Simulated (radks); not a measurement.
Values are calculated unless marked as measured or tabulated.
Q: Species: Yb54+. Configuration: [Ne] 3s2 3p4. Code: a radial shooting solver on a logarithmic mesh with Libxc functionals. Model: scalar-relativistic Kohn-Sham, SCAN, spin-polarised, spherical densities, finite nucleus; open shells are filled with parallel spins first (spin-orbit coupling, left out, can overturn this in heavy ions); meta-GGA in the generalised Kohn-Sham scheme; Fermi nuclear charge, rms radius 5.3108 fm. Some entries of the table are withheld. Estimate them.

orbital  occ.  eigenvalue (Ry)  <r^2> (bohr^2)
1s up       1        -4798.920       0.0005298
1s down     1        -4798.365       0.0005297
2s up       1        -1046.988        0.008012
2s down     1        -1046.628        0.008006
2p up       3              (1)        0.006517
2p down     3              (2)        0.006515
3s up       1              (3)         0.04558
3s down     1              (4)         0.04572
3p up       3              (5)         0.04437
3p down     1              (6)         0.04449

A: 
(1) 2p up eigenvalue (Ry): -958.1133
(2) 2p down eigenvalue (Ry): -957.5297
(3) 3s up eigenvalue (Ry): -414.2546
(4) 3s down eigenvalue (Ry): -412.3188
(5) 3p up eigenvalue (Ry): -387.2897
(6) 3p down eigenvalue (Ry): -385.3496
